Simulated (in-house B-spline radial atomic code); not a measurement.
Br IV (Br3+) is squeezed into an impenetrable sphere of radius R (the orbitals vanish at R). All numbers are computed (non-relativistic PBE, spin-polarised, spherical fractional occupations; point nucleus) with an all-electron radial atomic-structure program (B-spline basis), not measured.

Energies in eV above the free ion in [Ar] 3d10 4s2 4p2:

```json
{"R (bohr)": "9.46", "highest level (eV)": "-40.8", "[Ar] 3d10 4s2 4p2": "0", "[Ar] 3d10 4s2 4p1 4f1": "31.93", "[Ne] 3s2 3p5 3d10 4s2 4p2 4f1": "208.8", "-dE/dV in [Ar] 3d10 4s2 4p2 (GPa)": "1.92e-07"}
{"R (bohr)": "5.79", "highest level (eV)": "-40.8", "[Ar] 3d10 4s2 4p2": "0.005952", "[Ar] 3d10 4s2 4p1 4f1": "33.39", "[Ne] 3s2 3p5 3d10 4s2 4p2 4f1": "210.1", "-dE/dV in [Ar] 3d10 4s2 4p2 (GPa)": "0.0438"}
{"R (bohr)": "5.44", "highest level (eV)": "-40.8", "[Ar] 3d10 4s2 4p2": "0.01613", "[Ar] 3d10 4s2 4p1 4f1": "33.96", "[Ne] 3s2 3p5 3d10 4s2 4p2 4f1": "210.6", "-dE/dV in [Ar] 3d10 4s2 4p2 (GPa)": "0.132"}
{"R (bohr)": "4.37", "highest level (eV)": "-40.6", "[Ar] 3d10 4s2 4p2": "0.3042", "[Ar] 3d10 4s2 4p1 4f1": "37.48", "[Ne] 3s2 3p5 3d10 4s2 4p2 4f1": "213.7", "-dE/dV in [Ar] 3d10 4s2 4p2 (GPa)": "3.64"}
{"R (bohr)": "3.55", "highest level (eV)": "-39.1", "[Ar] 3d10 4s2 4p2": "2.532", "[Ar] 3d10 4s2 4p1 4f1": "45.11", "[Ne] 3s2 3p5 3d10 4s2 4p2 4f1": "220.8", "-dE/dV in [Ar] 3d10 4s2 4p2 (GPa)": "43.5"}
{"R (bohr)": "3.22", "highest level (eV)": "-37.3", "[Ar] 3d10 4s2 4p2": "5.757", "[Ar] 3d10 4s2 4p1 4f1": "51.75", "[Ne] 3s2 3p5 3d10 4s2 4p2 4f1": "227.4", "-dE/dV in [Ar] 3d10 4s2 4p2 (GPa)": "118"}
{"R (bohr)": "2.71", "highest level (eV)": "-31.1", "[Ar] 3d10 4s2 4p2": "20", "[Ar] 3d10 4s2 4p1 4f1": "73.18", "[Ne] 3s2 3p5 3d10 4s2 4p2 4f1": "250.1", "-dE/dV in [Ar] 3d10 4s2 4p2 (GPa)": "569"}
{"R (bohr)": "2.29", "highest level (eV)": "-18", "[Ar] 3d10 4s2 4p2": "55.78", "[Ar] 3d10 4s2 4p1 4f1": "116.4", "[Ne] 3s2 3p5 3d10 4s2 4p2 4f1": "298.5", "-dE/dV in [Ar] 3d10 4s2 4p2 (GPa)": "2260"}
{"R (bohr)": "1.87", "highest level (eV)": "15.3", "[Ar] 3d10 4s2 4p2": "162.7", "[Ar] 3d10 4s2 4p1 4f1": "228.6", "[Ne] 3s2 3p5 3d10 4s2 4p2 4f1": "429.4", "-dE/dV in [Ar] 3d10 4s2 4p2 (GPa)": "10600"}
{"R (bohr)": "1.49", "highest level (eV)": "97.8", "[Ar] 3d10 4s2 4p2": "476.1", "[Ar] 3d10 4s2 4p1 4f1": "530.9", "[Ne] 3s2 3p5 3d10 4s2 4p2 4f1": "786", "-dE/dV in [Ar] 3d10 4s2 4p2 (GPa)": "56000"}
```

Problem. Does [Ar] 3d10 4s2 4p1 4f1 fall below [Ar] 3d10 4s2 4p2 under compression?

Solution. No, it stays above over the whole range.

Problem. Does [Ne] 3s2 3p5 3d10 4s2 4p2 4f1 fall below [Ar] 3d10 4s2 4p2 under compression?

Solution. No, it stays above over the whole range.

The highest level is first positive in the row R = 1.87 bohr, pushed up by confinement above the zero of the free ion's potential. Each configuration is held fixed and needn't be the lowest in the sphere.
